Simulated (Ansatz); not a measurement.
Input file for C$_{6}$H$_{9}$FGeO$_{6}$:

```yaml
crystal:
  periodic: [false, false, false]
  atoms:
    - {symbol: C, position_ang: [0.364084, 2.803105, -2.941691]}
    - {symbol: C, position_ang: [0.571643, 1.833154, -1.842123]}
    - {symbol: O, position_ang: [1.300681, 0.819665, -1.935439]}
    - {symbol: O, position_ang: [-0.005440, 1.998929, -0.708601]}
    - {symbol: Ge, position_ang: [0.795440, 0.420484, 0.027099]}
    - {symbol: F, position_ang: [2.299355, 1.091861, 0.545400]}
    - {symbol: O, position_ang: [1.354278, -1.404941, -0.104836]}
    - {symbol: C, position_ang: [0.218623, -1.751522, -0.581528]}
    - {symbol: C, position_ang: [-0.116624, -3.167149, -0.821343]}
    - {symbol: O, position_ang: [-0.582809, -0.801730, -0.794157]}
    - {symbol: O, position_ang: [-0.057253, 0.558914, 1.613144]}
    - {symbol: C, position_ang: [-0.616146, -0.410012, 2.331962]}
    - {symbol: C, position_ang: [-1.211781, 0.127766, 3.599245]}
    - {symbol: O, position_ang: [-0.644761, -1.573577, 2.016964]}
    - {symbol: H, position_ang: [0.716682, 3.783926, -2.616648]}
    - {symbol: H, position_ang: [0.896989, 2.489543, -3.835176]}
    - {symbol: H, position_ang: [-0.704753, 2.891003, -3.143604]}
    - {symbol: H, position_ang: [0.771631, -3.729020, -1.103541]}
    - {symbol: H, position_ang: [-0.486438, -3.554078, 0.132801]}
    - {symbol: H, position_ang: [-0.901172, -3.255922, -1.569101]}
    - {symbol: H, position_ang: [-0.434117, 0.616843, 4.188798]}
    - {symbol: H, position_ang: [-1.664122, -0.680120, 4.169040]}
    - {symbol: H, position_ang: [-1.959187, 0.886177, 3.358732]}
basis:
  gaussian: {orbitals: def2-TZVPP}
correlation: {method: ccsd_t}
output: {orbitals: {seedname: orbitals}}
```

```sh
$ ansatz run in.yaml --threads 11 --pin off --events-out ev --progress --plain --max-ram 174080MiB --backend cuda --devices 0, --max-vram 75GiB
```

Output of Ansatz, abridged:

```
Functional definition: HF
3610 factors; integrals over basis functions are off by at most 1.0e-3 eV
mean field evaluation 1: about -77729.8973 eV, gradient 7.7e1 eV
mean field evaluation 2: about -77730.6590 eV, gradient 7.8e1 eV
mean field evaluation 4: about -77741.7617 eV, gradient 7.1e0 eV
mean field evaluation 8: about -77741.9398 eV, gradient 7.8e-1 eV
mean field evaluation 16: about -77741.9421 eV, gradient 1.8e-6 eV
mean field -77741.94213247 eV, -2856.9636779872 hartree, gradient 1.8e-6 eV, S^2 0.000000; 0 other end points of the search recorded, 0 dependent functions left out
22 core orbitals not correlated: weight in the atoms' cores, before any rotation towards them, 1.000 or more for the frozen orbitals, at most 0.000 for the correlated occupied ones
reference -77741.94213247 eV, -2856.9636779872 hartree; 45, 45 occupied and 510, 510 virtual orbitals, 3610 factors
second order -77.76516746 eV of doubles, -0.00000000 eV of singles
cycle   1  -75.92449461 eV  change     1.8e0 eV  update   2.2e-1
cycle   2  -77.99821277 eV  change    -2.1e0 eV  update   6.8e-2
cycle   3  -78.46320191 eV  change   -4.6e-1 eV  update   3.5e-2
cycle   4  -78.39399512 eV  change    6.9e-2 eV  update   9.2e-3
cycle   5  -78.38467731 eV  change    9.3e-3 eV  update   4.5e-3
cycle   6  -78.38986268 eV  change   -5.2e-3 eV  update   1.4e-3
cycle   7  -78.38941424 eV  change    4.5e-4 eV  update   5.6e-4
cycle   8  -78.38890764 eV  change    5.1e-4 eV  update   1.8e-4
cycle   9  -78.38905727 eV  change   -1.5e-4 eV  update   7.3e-5
cycle  10  -78.38917094 eV  change   -1.1e-4 eV  update   2.9e-5
cycle  11  -78.38908721 eV  change    8.4e-5 eV  update   1.2e-5
perturbative correction -3.36821454 eV, -0.1237796012 hartree
Total energy: -77823.69943421 eV, -2859.9682034093 hartree
```

Hardware: 11 threads of an AMD EPYC 7R13 on a shared host and a whole NVIDIA H100 80 GB. Wall time 110 s, peak host memory 3.1 GiB.

The correlation energy is -81.757 eV, 4.1 % of it from (T); the T1 diagnostic reads 0.0160.
